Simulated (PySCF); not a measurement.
Job file and geometry (Å, from GFN2-xTB) of an NMR shielding run on SMILES [BH3-][O+](CF)C/C=C/B(C)C, C₆H₁₅B₂FO, PySCF 2.14.0, density-fitted response routines, GIAO PBE0/pcSseg-1 NMR shielding, non-relativistic, gas phase; density fitting, a coarse starting grid and PySCF grid level 2 are the driver's defaults:

```
$ OMP_NUM_THREADS=1 python probes_run.py task.json out

{"job": {"kind": "nmr", "xc": "PBE0", "basis": "pcSseg-1"}, "charge": 0, "multiplicity": 1}
B      2.454034     1.333913     0.322366
O      2.532086    -0.335161     0.202690
C      2.661161    -0.689777    -1.129262
F      2.908538    -2.030731    -1.225653
C      1.478302    -1.036454     0.906823
C      0.114284    -0.884580     0.305071
C     -0.813320    -0.046851     0.763956
B     -2.203527     0.208111     0.113358
C     -3.092458    -1.000001    -0.372035
C     -2.724089     1.689851    -0.014257
H      2.358968     1.529619     1.483926
H      3.488373     1.681324    -0.139443
H      1.507590     1.669906    -0.315164
H      3.528399    -0.159712    -1.534372
H      1.758500    -0.482215    -1.722402
H      1.766272    -2.094883     0.939070
H      1.507218    -0.614384     1.912005
H     -0.084188    -1.493064    -0.568510
H     -0.536897     0.556074     1.623028
H     -3.864652    -0.718942    -1.083706
H     -3.601288    -1.431605     0.490792
H     -2.506180    -1.808622    -0.803480
H     -3.018604     1.922477    -1.036379
H     -3.624397     1.819679     0.586652
H     -2.005060     2.440171     0.304060
```

Problem. Write the output of this run.

Solution. 
```
coarse grid: 20160 points
cycle   1  E = -461.5872989876  dE =  9.861e-01  |g| = 7.388e-01  |ddm| = 4.150e+00
cycle   2  E = -461.5428600188  dE =  4.444e-02  |g| = 9.068e-01  |ddm| = 1.206e+00
cycle   3  E = -461.7072654094  dE = -1.644e-01  |g| = 1.298e-01  |ddm| = 6.901e-01
cycle   4  E = -461.7105853703  dE = -3.320e-03  |g| = 5.015e-02  |ddm| = 1.274e-01
cycle   5  E = -461.7111513077  dE = -5.659e-04  |g| = 1.662e-02  |ddm| = 4.666e-02
cycle   6  E = -461.7112102025  dE = -5.889e-05  |g| = 3.929e-03  |ddm| = 1.433e-02
cycle   7  E = -461.7112135028  dE = -3.300e-06  |g| = 6.131e-04  |ddm| = 3.630e-03
final grid: 193056 points
cycle   8  E = -461.7865378535  dE = -7.474e-05  |g| = 1.485e-02  |ddm| = 4.299e-02
cycle   9  E = -461.7865061886  dE =  3.166e-05  |g| = 2.032e-02  |ddm| = 2.119e-02
cycle  10  E = -461.7865816121  dE = -7.542e-05  |g| = 2.231e-03  |ddm| = 1.217e-02
cycle  11  E = -461.7865826863  dE = -1.074e-06  |g| = 3.333e-04  |ddm| = 1.858e-03
cycle  12  E = -461.7865827015  dE = -1.521e-08  |g| = 1.737e-04  |ddm| = 3.282e-04
cycle  13  E = -461.7865827063  dE = -4.782e-09  |g| = 3.960e-05  |ddm| = 1.247e-04
cycle  14  E = -461.7865827066  dE = -3.380e-10  |g| = 1.651e-05  |ddm| = 4.471e-05
converged SCF energy = -461.7865827066

GIAO shielding tensors (ppm)
atom      isotropic    diamagn.    paramagn.     s11        s22        s33       span
  0 B      103.867     193.900     -90.034     74.709     83.650    153.240     78.531
  1 O      264.281     398.517    -134.236    225.425    271.039    296.380     70.955
  2 C       83.110     245.230    -162.119     58.019     74.854    116.457     58.439
  3 F      357.405     471.918    -114.512    262.160    359.400    450.655    188.495
  4 C      110.638     249.922    -139.284     79.227    104.175    148.512     69.284
  5 C       54.157     261.844    -207.687    -55.284     50.615    167.139    222.423
  6 C       18.208     259.902    -241.694    -99.567      8.230    145.960    245.527
  7 B       18.665     187.793    -169.128    -49.535    -13.700    119.230    168.765
  8 C      172.940     252.931     -79.992    153.715    177.652    187.451     33.736
  9 C      172.327     253.391     -81.064    149.848    181.351    185.781     35.934
 10 H       28.755      32.445      -3.690     25.237     27.052     33.976      8.739
 11 H       28.811      31.917      -3.107     25.896     26.483     34.053      8.157
 12 H       28.824      34.095      -5.270     24.407     28.139     33.927      9.520
 13 H       25.997      28.165      -2.168     20.832     27.361     29.798      8.966
 14 H       26.395      31.783      -5.387     23.798     26.742     28.646      4.848
 15 H       26.640      30.633      -3.993     23.066     26.351     30.502      7.436
 16 H       27.286      32.315      -5.029     23.779     26.825     31.255      7.476
 17 H       25.480      36.701     -11.222     21.202     24.762     30.474      9.272
 18 H       24.059      35.661     -11.602     18.362     25.347     28.469     10.107
 19 H       30.554      29.272       1.281     26.828     29.501     35.332      8.503
 20 H       31.087      28.901       2.186     27.213     29.019     37.029      9.815
 21 H       30.652      32.690      -2.038     26.399     30.208     35.349      8.949
 22 H       30.718      30.351       0.366     27.267     29.097     35.789      8.522
 23 H       30.784      27.959       2.825     26.806     29.093     36.452      9.646
 24 H       30.350      33.050      -2.699     26.361     29.603     35.087      8.726
```

Size and cost of the density-fitted run: 245 basis functions, 89 s wall time on 1 thread of an Intel Xeon, shared host; peak memory 1.1 GiB.
